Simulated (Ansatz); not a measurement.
`O=C(O)c1ccc(Br)cc1`, charge 0, multiplicity 1.

Question: Give a relaxed structure at PBE0-D4/def2-TZVP (Ansatz). (Best estimate.)

Answer: The calculation gave: 
Cartesian coordinates in Å:
```
O -1.9850 -2.0587 -0.9266
C -1.8084 -0.8866 -0.7188
O -2.7679 0.0324 -0.9240
C -0.5444 -0.3017 -0.2209
C 0.5197 -1.1627 0.0271
C 1.7241 -0.6709 0.4935
C 1.8544 0.6931 0.7099
Br 3.4922 1.3730 1.3456
C 0.8055 1.5669 0.4686
C -0.3957 1.0636 0.0015
H -3.5409 -0.4517 -1.2445
H 0.3849 -2.2223 -0.1525
H 2.5558 -1.3352 0.6886
H 0.9292 2.6275 0.6446
H -1.2234 1.7333 -0.1920
```
Point group Cs.
This is one stationary point; other conformers may exist.
